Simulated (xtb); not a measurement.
C2H5NO2Si, SMILES O[Si@@H]1C=NCO1. All values are semi-empirical tight-binding results from xtb (GFN2-xTB unless named), good for trends rather than for accurate numbers. Geometry optimised at GFN2-xTB. The structure was generated by enumeration; whether it is a known compound was not checked. One conformer was computed; it need not be the lowest.

```json
{
 "orbital_gap": "3.07 eV",
 "dipole_moment": "1.08 D",
 "zero_point_energy": "46.5 kcal/mol",
 "G − E(el) at 298.15 K (modified RRHO)": "27.5 kcal/mol",
 "static polarisability (D4 model)": "65.6 bohr³",
 "solvation energy, GFN2-xTB/ALPB(water)": "-6.0 kcal/mol",
 "solvation energy, GFN2-xTB/ALPB(ch2cl2)": "-4.7 kcal/mol"
}
```
